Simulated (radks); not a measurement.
Effect of the nuclear size on the neodymium ion Nd3+, [Xe] 4f3. Calculated with a radial shooting solver on a logarithmic mesh with Libxc functionals: Dirac Kohn-Sham, PBE, spin-unpolarised, spherical densities, finite nucleus; open shells fill j = l - 1/2 first; Fermi nuclear charge, rms radius 4.9123 fm. The rms radius is varied about that value; shifts are against it.

rms radius (fm)  total energy shift (eV)  density at nucleus (e/bohr^3)  1s1/2 shift (meV)  2s1/2 shift (meV)  4p1/2 shift (meV)  5s1/2 shift (meV)  5p1/2 shift (meV)  4f5/2 shift (meV)  6s1/2 (empty) shift (meV)
4.1755                             -3.61                      4.703e+05              -1500               -186              0.393              -1.52              0.104              0.274                     -0.303
4.7355                            -0.909                      4.573e+05               -377              -46.9              0.099             -0.382              0.026              0.069                     -0.076
4.9123                                 0                      4.536e+05              0.000              0.000              0.000              0.000              0.000              0.000                      0.000
5.3888                              2.58                      4.444e+05               1070                133             -0.280               1.08             -0.074             -0.195                      0.216
5.9242                              5.69                      4.351e+05               2360                294             -0.618               2.39             -0.164             -0.431                      0.478

Slopes of the eigenvalues against <r^2> in GHz/fm^2, as finite differences over the two radii next to the reference (eigenvalue slopes, not the field-shift constants of lines): 1s1/2 52800, 2s1/2 6570, 4p1/2 -13.8, 5s1/2 53.6, 5p1/2 -3.67, 4f5/2 -9.65, 6s1/2 (empty) 10.7.
